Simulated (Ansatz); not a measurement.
FHMoO2S, SMILES `[O]=[Mo]([OH])([F])=[S]` at its PBE0-D4/def2-TZVP geometry, where that method's forces vanish. The species carries charge 0 and has multiplicity 1. Mo: def2 effective core potential.

```xyz
6

O     0.1444    1.4399    1.0015
Mo   -0.0454    0.3292   -0.2236
O     0.0376   -1.3897    0.4724
F    -1.6513    0.6147   -1.0752
S     1.5339    0.5772   -1.5909
H    -0.0191   -1.5713    1.4157
```

(1) What forces (eV/Å) does PBE-D4/def2-TZVPP give on these atoms in the Gaussian-basis code of Ansatz? (An estimate is asked.)

Answers

(1) Computed: 
```
O1   0.169  0.941  1.002
Mo2 -0.343 -0.531 -0.398
O3   0.077 -0.538 -0.210
F4  -0.511  0.105 -0.285
S5   0.635  0.099 -0.545
H6  -0.028 -0.076  0.436
```
